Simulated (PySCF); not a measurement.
# What a mistake does to a calculation on BCClFH2

All numbers below are calculated, not measured. They come from PySCF 2.14.0, an open-source quantum chemistry program, on an isolated molecule that a program drew, which may never have been made. The molecule is BCClFH2 (charge 0, doublet), drawn as the SMILES string `[CH2]B(F)Cl`.

Each row is a Hartree-Fock (HF) and frozen-core CCSD(T) single point in the cc-pV(D+d)Z basis, meant for a local HF minimum. Run 1 is clean. Each other run has one planted mistake out of seven kinds, and not every kind appears here: one electron removed, one electron added, multiplicity raised by two, geometry at a saddle point, minimal basis STO-3G, one bond length entered in bohr, all coordinates scaled. The reference is restricted for singlets and unrestricted otherwise, and also for a bond in bohr. Adding or removing an electron swaps singlet and doublet. Electrons count all cores. HOMO and LUMO are orbital energies over both spins, the gradient is its largest component, and the lowest frequency (negative if imaginary) is given only where the gradient is small. Bond lengths are over the 5 bonds as drawn. T1 is the CCSD diagnostic: over 0.02 (restricted) or 0.045 (unrestricted) a single reference is doubtful.

Geometry of the clean run:
```xyz
6
BCClFH2, angstrom
C     1.0094   -0.0755    0.2397
B     1.5630   -1.4801    0.4979
F     2.4599   -2.0211   -0.3122
Cl    1.0452   -2.4564    1.8782
H     0.2738    0.3857    0.8863
H     1.3412    0.5100   -0.6108
```

| run | electrons | basis functions | <S^2> | HOMO (eV) | LUMO (eV) | gradient (hartree/bohr) | lowest frequency (cm^-1) | mean bond (Å) | longest bond (Å) | T1 | HF (hartree) | CCSD(T) (hartree) | mistake |
|---|---|---|---|---|---|---|---|---|---|---|---|---|---|
| 1 | 39 | 75 | 0.758 | -11.33 | 1.09 | 3.5e-05 | 298 | 1.3582 | 1.768 | 0.0133 | -622.74769 | -623.31040 | no fault |
| 2 | 39 | 75 | 0.757 | -11.30 | 1.14 | 1.6e-02 | - | 1.3365 | 1.740 | 0.0129 | -622.74595 | -623.30689 | all coordinates scaled |
| 3 | 40 | 75 | 0.000 | -1.45 | 11.26 | 1.1e-01 | - | 1.3582 | 1.768 | 0.0120 | -622.74653 | -623.34814 | ? |
| 4 | 39 | 75 | 1.582 | -9.81 | 0.70 | 1.2e-02 | - | 1.5939 | 2.502 | 0.0672 | -622.56366 | -623.11248 | ? |

**Which mistake was planted in run 3, and what did it cost?**

It counts 40 electrons, one more than the clean run, at the same geometry and basis. So the mistake is: one electron added. Subtracting run 1 and multiplying by 627.51 kcal/mol a hartree, the energy moved by 0.7 kcal/mol in HF and -23.7 kcal/mol in CCSD(T).

**Which mistake was planted in run 4, and what did it cost?**

The mean bond changes by a factor of 1.174 and the longest by 1.415, so the molecule wasn't scaled as a whole. A length L in bohr read as angstrom grows by (1/0.5292 - 1) L = 0.890 L. The 5 bonds together grew by 5 x 0.2357 = 1.179 Å, which gives L = 1.325 Å. That is bond B2-F3, 1.324 Å in the clean geometry. So the mistake is: one bond length entered in bohr. Subtracting run 1 and multiplying by 627.51 kcal/mol a hartree, the energy moved by 115.5 kcal/mol in HF and 124.2 kcal/mol in CCSD(T).

Cautions from the logs. Run 4: T1 is over the limit, so its CCSD(T) energy is less reliable.
